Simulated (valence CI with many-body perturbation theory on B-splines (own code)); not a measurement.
Questions on Cs XXV

Computed by valence CI with perturbative core correlation (CI+MBPT): three valence electrons over a frozen Dirac-Fock core [Ar] 3d10, radial functions for each j: 9 s, 9 p, 8 d, 6 f, 3 g, 1 h, with the one-electron correlation potential Σ1, the two-electron term Σ2, the three-electron term Σ3, Breit, model QED; selected CI, second order for the rest, scaled by the run's own slope (own B-spline code, finite nucleus).

No measured levels were compared; by estimate levels hold to about 250 cm⁻¹ or 0.2 % of their energy and the worst to 1 %, as in measured heavy ions of charge 2 to 7; those with d or f electrons hold less well.

Levels are named by their leading jj configuration (3d3/2^4 stands for four electrons in 3d with j = 3/2), which in mixed levels can hold well under half, so a name can repeat and another be missing.

Rates and lifetimes use the calculated energies. Strong lines usually hold to 10 to 20 %, long lifetimes can be off by a factor of two.

Q: What is the ground level?

A: (4s^2 4p1/2) J=1/2, composition 99 % 4s2 4p 2P°, g = 0.663.

Q: Name the longest-lived excited levels whose lifetime is computed, and their main decay.

A: (4s 4p3/2 4d5/2) J=9/2 at 1419800 cm⁻¹ lives 44.6 μs, mostly by M1 to (4s 4p1/2 4d5/2) J=7/2; (4s^2 4p3/2) J=3/2 at 155040 cm⁻¹ lives 29.6 μs, mostly by M1 to (4s^2 4p1/2) J=1/2.

Q: What are the static dipole polarisabilities of the lowest levels?

A: (4s^2 4p1/2) J=1/2 0.169; (4s^2 4p3/2) J=3/2 0.180 (tensor 0.016) bohr³, of which the core gives 0.0105.

Q: How well does LS coupling describe the low levels?

A: Among the lowest 20 levels the leading LS term, summed over configurations, holds 79 % on average. For single configurations the figures are 76 % in LS and 89 % in jj coupling. Terms mix most in the J = 3/2 level at 1059000 cm⁻¹, where the leading one holds 40 %.

Q: Among levels below 1540600 cm⁻¹, which E1 lines absorb most strongly from the ground level?

A: to (4s^2 4d3/2) J=3/2 at 10.82 nm, f = 0.758; to (4s 4p1/2 4p3/2) J=1/2 at 15.42 nm, f = 0.421; to (4s 4p1/2 4p3/2) J=3/2 at 16.18 nm, f = 0.320.

Q: Where does the other parity begin?

A: At (4s 4p1/2^2) J=1/2, 416490 cm⁻¹.

Q: What is the ionisation energy?

A: 791.96 eV; NIST lists 791 ± 4 eV (theoretical).
